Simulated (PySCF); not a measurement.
Compound: C7H8S.
Structure used (PBE0-D3(BJ)/def2-TZVP), in Å, numbered top down from 1:
```xyz
16
C7H8S angstrom
S     -2.7693   -0.7299   -1.3120
C     -1.8665   -0.8193    0.2670
C     -0.4675   -0.2973    0.1883
C      0.5307   -1.0193   -0.4606
C      1.8205   -0.5242   -0.5391
C      2.1323    0.7060    0.0260
C      1.1457    1.4334    0.6715
C     -0.1460    0.9318    0.7523
H     -2.5699    0.5811   -1.5205
H     -1.8754   -1.8829    0.5149
H     -2.4339   -0.2962    1.0372
H      0.2859   -1.9730   -0.9162
H      2.5886   -1.0991   -1.0436
H      3.1425    1.0935   -0.0369
H      1.3802    2.3931    1.1176
H     -0.9156    1.5011    1.2640
```

Computed with PySCF at wB97X-D/pcSseg-2, non-relativistic, on one gas-phase PBE0-D3(BJ)/def2-TZVP geometry that isn't relaxed in the solvent. The solvent is an IEF-PCM continuum (Bondi radii, 1.10 Å for H, scaled by 1.2). The model holds no explicit solvent molecules, cavitation or dispersion.

Gas phase at wB97X-D/pcSseg-2: HOMO -8.57 eV, LUMO 1.18 eV, dipole 1.50 D.

Q: What does the continuum do to the energy, the frontier levels and the dipole at wB97X-D/pcSseg-2 in chloroform?

A: 
| solvent | ε | E(solvent) − E(gas) (kcal/mol) | polarisation term (kcal/mol) | distortion of the solute (kcal/mol) | HOMO (eV) | LUMO (eV) | dipole (D) |
| --- | --- | --- | --- | --- | --- | --- | --- |
| chloroform | 4.711 | -3.47 | -3.83 | 0.36 | -8.59 | 1.23 | 1.85 |

Polarisation term: ½ Σ q·V over the induced surface charges. Distortion: the rise of the solute's own energy as its density leaves the gas-phase optimum.

Q: Which radius a makes the point-dipole formula ΔE = −[(ε − 1)/(2ε + 1)]·μ²/a³ give the value in chloroform, with the gas-phase dipole?

A: μ = 0.590 au and |ΔE| = 0.00554 Eh give a = 1.49 Å; the farthest nucleus lies 3.33 Å from the centroid of the nuclei, so such a sphere wouldn't even hold the nuclei. The formula assumes a rigid point dipole at the centre of a sphere.

Q: Give the dipole vector in the frame of the coordinates (D, pointing from negative to positive charge), gas and chloroform.

A: Gas (0.92, 0.63, 1.01), solvent (1.02, 0.81, 1.31). Its length changes by +23 % and its direction by 4°.

Note: wB97X-D ran without an empirical dispersion term, which enters the total energy and its gradient alone.
